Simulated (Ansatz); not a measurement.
Saddle point of SiN2H10O, singlet (SiNH₅ ([NH2][SiH3]) + H₂O + NH₃ → SiNH₅O ([NH2][SiH2][OH]) + NH₃ + H₂; bonds formed: Si1–O7, H2–H8, H6–N9; bonds broken: Si1–H2, H6–O7, H8–N9), PBE0-D4/def2-TZVP structure:

```
atom    x (Å)    y (Å)    z (Å)
 Si1  -0.5357   0.0573  -0.9666
  H2  -0.4081  -1.4089  -0.2298
  H3   0.3058  -0.4916  -2.0867
  H4  -2.0224  -0.1269  -1.0217
  N5  -0.4042   1.7657  -1.5769
  H6   0.6300  -0.2048   1.4285
  O7   0.1198   0.6739   0.5715
  H8   0.3112  -1.7241   1.0330
  N9   0.8145  -1.2741   1.8514
 H10  -0.1427   1.8290  -2.5503
 H11  -1.2105   2.3604  -1.4349
 H12   0.4124   1.5709   0.3624
 H13   1.7853  -1.5585   1.8933
 H14   0.3447  -1.4685   2.7269
```

Energies are electronic, without zero-point energy. Barriers and step energies count from the start structure reached by relaxing down the imaginary mode; all methods use the PBE0-D4 structures, on which another method's saddle can fall below an end. Ansatz 0.2.0; basis: def2-TZVPP, with def2-QZVPP for the basis limit; cores frozen in the correlated methods. B3LYP uses VWN-RPA correlation. Extrapolation: Hartree–Fock as exp(−7.88 √X), correlation as X^−2.97.

```tsv
method	barrier (eV)	step energy (eV)
SPW92	0.528	-0.268
PBE-D4	1.038	-0.374
BLYP-D4	1.245	-0.475
r2SCAN-D4	1.070	-0.510
B97M-V	1.172	-0.500
PBE0-D4	?	-0.399
B3LYP-D4	1.306	-0.480
r2SCAN0-D4	?	-0.503
BHLYP-D4	1.428	-0.515
CAM-B3LYP-D4	1.284	-0.483
wB97X-V	1.291	-0.500
wB97M-V	1.257	-0.525
B2PLYP	1.348	-0.507
PBE-QIDH	1.216	-0.473
RPA on PBE	1.397	-0.499
HF	?	-0.593
MP2	1.279	-0.556
CCSD	1.438	-0.509
CCSD(T)	1.342	-0.504
```

Problem. Fill in the withheld barriers. (Judge from chemistry; the value comes from the calculation.)

Solution. Computed: r2SCAN0-D4 1.153; PBE0-D4 1.143; HF 1.953 eV. Each is the energy of the saddle less that of the start structure, by the same method.

For comparison, the barrier by CCSD(T) at an estimated basis limit (MP2 extrapolated from triple and quadruple zeta, plus CCSD(T) − MP2 in triple zeta) is 1.318 eV.

T1 diagnostic: at most 0.011.

Labels in which every atom is bracketed show which atoms are joined, not bond orders.

For scale, one of the runs: CCSD(T)/def2-TZVPP, 275 basis functions, launched by `ansatz run in.yaml --threads 8 --pin off --events-out ev --progress --plain --max-ram 19148MiB`. Hardware: 8 CPU threads of an Arm Neoverse V2, shared host. Wall time 83 s; peak host memory 7.7 GiB.
